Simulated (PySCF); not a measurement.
# Computed records: B2FH3Si, BFH3OSi

Calculation on a computer-drawn molecule: optimised geometry and harmonic frequencies of an isolated molecule of the commonest isotopes, restricted reference for singlets and unrestricted otherwise, frozen core in MP2. Program: PySCF 2.14.0.

Common to all runs: multiplicity 1; method HF; basis cc-pV(D+d)Z.

(1) B2FH3Si

Start structure:
```xyz
7
B2FH3Si
F      0.1561     0.6032    -0.6026
B      0.7215    -0.4474     0.0640
B      0.3984    -1.9461    -0.4067
Si    -0.6400    -2.1312    -1.8500
H      1.4078    -0.0950     1.0405
H      0.9123    -2.9294     0.0780
H     -1.5313    -2.1211    -3.0354
```

Settings of this run: charge 0.

Results for B2FH3Si: rotational constants 20.33, 2.195, 2.102 GHz; total energy -439.4468 hartree; convergence status largest gradient component 3.844e-05 hartree/bohr.

Drawn bonds:
```tsv
atom	other atom	order
1	2	1
2	3	1
3	4	1
2	5	1
3	6	1
4	7	1
```

Optimised structure:
```xyz
7
B2FH3Si
F      1.7980     0.4087    -0.3849
B      0.7503    -0.3426    -0.0314
B      0.4368    -1.8305    -0.7873
Si    -0.6048    -2.2208    -2.4573
H      0.0486     0.1035     0.8399
H      0.8732    -2.8255    -0.2546
H     -1.8772    -2.3597    -1.6365
```

Modes:
```tsv
frequency (cm⁻¹)	reduced mass (dalton)
93.64	7.5
182.3	2.411
229.2	1.678
396.7	1.588
486.7	1.199
547.3	3.81
662.7	1.145
796.7	1.876
919.4	2.399
1031	1.981
1151	1.598
1342	4.206
2124	1.041
2634	1.088
2688	1.09
```

(2) BFH3OSi

Start structure:
```xyz
7
BFH3OSi
F     -2.2342    -0.3310     0.7603
B     -1.1203    -0.8421     1.1154
O     -0.1167    -0.9197     0.2138
Si     0.8616    -0.9667    -1.0141
H     -0.9320    -1.1807     2.2231
H      1.6889     0.2099    -1.1191
H      0.7660    -2.1909    -1.8007
```

Settings of this run: charge 1.

Drawn bonds:
```tsv
atom	other atom	order
1	2	1
2	3	1
3	4	1
2	5	1
4	6	1
4	7	1
```

Question: What rotational constants does the calculation give for BFH3OSi (entry 2)?
Answer: 30.8, 2.748, 2.609 GHz

Question: BFH3OSi (entry 2): total energy?
Answer: -489.5215 hartree

Further results for BFH3OSi (entry 2):

```
convergence status largest gradient component : 8.982e-06 hartree/bohr
```

Optimised structure:
```xyz
7
BFH3OSi
F     -2.2725    -0.3010     0.7738
B     -1.1541    -0.8265     1.1735
O     -0.1546    -0.9262     0.1896
Si     0.8424    -0.9695    -0.9965
H     -0.9340    -1.2100     2.2673
H      1.7241     0.1706    -1.1947
H      0.8619    -2.1586    -1.8343
```

Modes:
```tsv
frequency (cm⁻¹)	reduced mass (dalton)
77.86	2.08
92.77	8.075
156.3	1.451
499.7	11.46
746.7	1.209
803.5	1.163
823	4.114
977.7	1.62
1033	1.113
1158	1.264
1347	9.317
1415	7.149
2450	1.026
2503	1.063
2913	1.102
```
